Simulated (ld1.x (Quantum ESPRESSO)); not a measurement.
chlorine (Cl): excitation energies, all-electron against RRKJ

```
Element                 : chlorine (Cl)
Generator               : ld1.x (Quantum ESPRESSO) 7.5
Type                    : norm-conserving RRKJ (Kleinman–Bylander form)
Functional              : PBEsol
Relativity              : fully relativistic
Frozen core             : [Ne]
Valence charge          : 7
Reference configuration : 3s2 3p5
Partial waves           : 3p (bound): rc 1.15 bohr; 3s (bound): rc 0.90 bohr
Local potential         : the s channel
Core correction         : Bessel-smoothed model core, default radius (core density twice the valence density)
```

Open shells are filled in proportion to 2j + 1 (rel_dist='average').

Energies are relative to the spin-unpolarised reference configuration 3s2 3p5; without spin polarisation the order of configurations can differ from experiment.

| valence configuration | charge | ΔE all-electron (eV) | error AE − PS (meV) |
| --- | --- | --- | --- |
| 3s2 3p4 | +1 | 13.836 | +6.9 |
| 3s2 3p3 | +2 | 39.234 | +42 |
| 3s2 3p2 | +3 | 77.489 | +134 |
| 3s1 3p6 | 0 | 12.113 | -6.1 |
| 3s2 3p1 | +4 | 129.684 | +317 |
| 3s2 3p5.3 | -0.3 | -2.128 | +0.3 |

Q: What are ΔE and the potential's error for 3s2 3p4.5?

A: ΔE = 5.564 eV all-electron; the error (AE − PS) is +1.4 meV.

Levels in the configuration 3s2 3p5.3:

| level | all-electron (eV) | pseudo (eV) |
| --- | --- | --- |
| 3s j=1/2 | -17.549 | -17.552 |
| 3p j=1/2 | -5.738 | -5.740 |
| 3p j=3/2 | -5.619 | -5.621 |
